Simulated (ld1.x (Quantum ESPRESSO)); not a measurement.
# u(r) = r·R(r): atom against pseudo-atom (C)

Columns: radius, all-electron u(r) and pseudo u(r) of the 2p shell (level -31.85 eV) of carbon in the configuration [He] 2s2 2p0; LDA (PZ), scalar-relativistic, ultrasoft scheme, ld1.x (Quantum ESPRESSO) 7.5.

| r (bohr) | all-electron | pseudo |
| --- | --- | --- |
| 0.115 | 0.0811 | 0.0123 |
| 0.230 | 0.2395 | 0.0481 |
| 0.345 | 0.4064 | 0.1048 |
| 0.460 | 0.5529 | 0.1778 |
| 0.575 | 0.6691 | 0.2617 |
| 0.690 | 0.7535 | 0.3502 |
| 0.805 | 0.8081 | 0.4369 |
| 0.920 | 0.8362 | 0.5160 |
| 1.035 | 0.8422 | 0.5823 |
| 1.150 | 0.8303 | 0.6323 |
| 1.265 | 0.8047 | 0.6638 |
| 1.380 | 0.7690 | 0.6764 |
| 1.495 | 0.7263 | 0.6710 |
| 1.610 | 0.6792 | 0.6501 |
| 1.725 | 0.6297 | 0.6170 |
| 1.840 | 0.5796 | 0.5755 |
| 1.955 | 0.5300 | 0.5295 |
| 2.070 | 0.4820 | 0.4821 |
| 2.185 | 0.4360 | 0.4361 |
| 2.300 | 0.3927 | 0.3927 |
| 2.415 | 0.3522 | 0.3522 |
| 2.530 | 0.3148 | 0.3148 |
| 2.645 | 0.2804 | 0.2804 |
| 2.760 | 0.2490 | 0.2490 |
| 2.875 | 0.2205 | 0.2205 |
| 2.990 | 0.1948 | 0.1948 |

Problem. How many radial nodes do the two functions have?

Solution. The all-electron 2p function has n − l − 1 = 0; the pseudo-wave has 0.

Problem. At about which radius was the pseudo-wave matched?

Solution. 2.30 bohr. The columns agree to 0.0005 from 2.07 bohr on; several derivatives are matched, so the curves merge somewhat inside the radius.

Problem. Is the pseudo-wave norm-conserving?

Solution. No, it belongs to an ultrasoft set: the norm inside the radius is not constrained, and the difference is carried by the augmentation charge.
